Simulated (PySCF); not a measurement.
Saddle point of GeH4O, closed shell (GeH₂O ([OH][GeH]) + H₂ → GeH₄O ([OH2][GeH2]); bonds formed: Ge1–H5, O2–H3; bonds broken: H3–H5; bonds weakened to dative contacts: Ge1–O2), PBE0-D4/def2-TZVP structure:

Ge1  (0.277, 0.587, -0.963)
O2  (-0.710, -0.787, 0.110)
H3  (0.376, -0.243, 0.683)
H4  (-0.571, 1.730, -0.260)
H5  (1.123, 0.379, 0.647)
H6  (-0.495, -1.666, -0.216)
(Å)

Energies are electronic, without zero-point energy. Barriers and step energies count from the start structure reached by relaxing down the imaginary mode; all methods use the PBE0-D4 structures, on which another method's saddle can fall below an end. Computed with PySCF 2.14 with density fitting (its default auxiliary sets; JK sets also for MP2 and CCSD(T)) (basis: def2-TZVPP, with def2-QZVPP for the basis limit); correlated methods freeze the cores. Filled d shells of the heavier atoms are correlated. The def2 sets are not built for correlating such inner shells, so the correlated values are less sure here. B3LYP uses VWN-RPA correlation. Extrapolation: Hartree–Fock as exp(−7.88 √X), correlation as X^−2.97.

| method | barrier (eV) | step energy (eV) |
| --- | --- | --- |
| SPW92 | ? | -0.048 |
| PBE-D4 | 0.894 | 0.139 |
| r2SCAN-D4 | 0.967 | 0.101 |
| PBE0-D4 | ? | 0.029 |
| B3LYP-D4 | 1.127 | 0.158 |
| BHLYP-D4 | 1.240 | 0.055 |
| wB97M-V | 1.130 | 0.080 |
| HF | 1.593 | 0.011 |
| MP2 | ? | 0.150 |
| CCSD | 1.226 | 0.062 |
| CCSD(T) | 1.166 | 0.098 |

Problem. Fill in the withheld barriers. (To be estimated.)

Solution. By the calculation: SPW92 0.584; PBE0-D4 0.975; MP2 1.139 eV. Each is the energy of the saddle less that of the start structure, by the same method.

For comparison, the barrier by CCSD(T) at an estimated basis limit (MP2 extrapolated from triple and quadruple zeta, plus CCSD(T) − MP2 in triple zeta) is 1.156 eV.

T1 diagnostic: at most 0.016.

Labels in which every atom is bracketed show which atoms are joined, not bond orders.

For scale, one of the runs: CCSD(T)/def2-TZVPP, 135 basis functions, launched by `OMP_NUM_THREADS=4 python run.py`. The run took 79 s on 4 CPU threads of an Arm Neoverse V2 (shared host), with 0.86 GiB of host memory at its peak.
